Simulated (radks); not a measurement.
Species: Sb XXXVI. Configuration: [Ne] 3s2 3p4 (the NIST ground configuration).

All-electron calculation, scalar-relativistic Kohn-Sham, PBE, spin-polarised, spherical densities, finite nucleus; open shells are filled with parallel spins first (spin-orbit coupling, left out, can overturn this in heavy ions); Fermi nuclear charge, rms radius 4.6802 fm. Program: a radial shooting solver on a logarithmic mesh with Libxc functionals.

Energy parts (Ry):
| part | energy |
|---|---|
| total | -10993.66394 |
| kinetic | 11579.89497 |
| electron-nucleus | -24000.12141 |
| Hartree | 1637.77522 |
| exchange-correlation | -211.21272 |

Orbitals (lengths in bohr, moments of r in powers of bohr; r(90%) holds 90 % of the orbital's charge):
orbital	occ.	eigenvalue (Ry)	<1/r>	<r^2>	<r>	r(90%)
1s up	1	-2371.645	54.32	0.001094	0.02842	0.0511
1s down	1	-2371.327	54.32	0.001094	0.02842	0.0511
2s up	1	-478.2916	12.57	0.01728	0.1212	0.187
2s down	1	-478.0666	12.57	0.01726	0.1211	0.187
2p up	3	-444.9382	12.04	0.01358	0.1057	0.171
2p down	3	-444.6073	12.04	0.01357	0.1057	0.171
3s up	1	-182.4384	5.010	0.1007	0.2976	0.432
3s down	1	-181.4522	5.002	0.1010	0.2980	0.433
3p up	3	-171.8739	4.823	0.09635	0.2891	0.428
3p down	1	-170.8825	4.818	0.09664	0.2895	0.429

The highest occupied level is 3p down at -2325.0 eV. Spin moment in Bohr magnetons: 2. The density falls to 0.001 e/bohr^3 at r = 0.84 bohr. The spin density at the nucleus is -6.14 e/bohr^3 (1s -17.17, 2s 1.14, 3s 9.90). Summed over all electrons, <r^2> = 0.7056 bohr^2, which gives a Langevin (diamagnetic) susceptibility term of -0.559 x 10^-6 cm^3/mol. For comparison, the ionisation energy in NIST's Atomic Spectra Database is 2349 eV (theoretical). In exact Kohn-Sham theory the highest level is minus the ionisation energy, but local and semilocal functionals leave it too shallow, through self-interaction and a potential that decays too fast; potentials with the right tail come closer.
